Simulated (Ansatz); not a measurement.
`[AlH2][CH]1C=COC1`. Charge 0, multiplicity 1. All single points use the PBE0-D4/def2-TZVP geometry.

```xyz
13

Al   -0.382    1.735    0.127
C     0.910    0.244    0.154
C     0.138   -0.121   -1.092
C    -0.834   -0.978   -0.723
O    -0.754   -1.387    0.550
C     0.523   -0.915    1.063
H    -1.686    1.599    1.018
H    -0.109    2.959   -0.846
H     1.979    0.388    0.026
H     0.282    0.268   -2.090
H    -1.663   -1.375   -1.294
H     0.369   -0.660    2.111
H     1.227   -1.756    0.997
```

(1) What is the dipole moment at r2SCAN/def2-TZVPP? (Best estimate.)

(2) And with PBE, B3LYP, ωB97M-V? (An estimate is asked.)

(3) Give the Mulliken charges with r2SCAN, PBE, B3LYP in def2-TZVPP. (An estimate is asked.)

Results:

(1) The calculation gave: 1.78 D, with components (1.22, -1.19, -0.52) D in this frame, pointing from negative to positive charge.

(2) Ansatz gave: PBE 1.78 D, B3LYP 1.69 D, ωB97M-V 1.65 D.

(3) The calculation gave: 
```csv
atom,r2SCAN,PBE,B3LYP
Al1,0.41,0.28,0.36
C2,-0.19,-0.14,-0.17
C3,-0.24,-0.22,-0.25
C4,0.11,0.04,0.07
O5,-0.27,-0.20,-0.27
C6,0.12,0.00,0.00
H7,-0.15,-0.12,-0.14
H8,-0.17,-0.13,-0.15
H9,0.04,0.06,0.07
H10,0.13,0.14,0.15
H11,0.12,0.13,0.15
H12,0.06,0.10,0.10
H13,0.03,0.07,0.08
```

B3LYP here is the variant with VWN-RPA as its local correlation; programs differ in this.
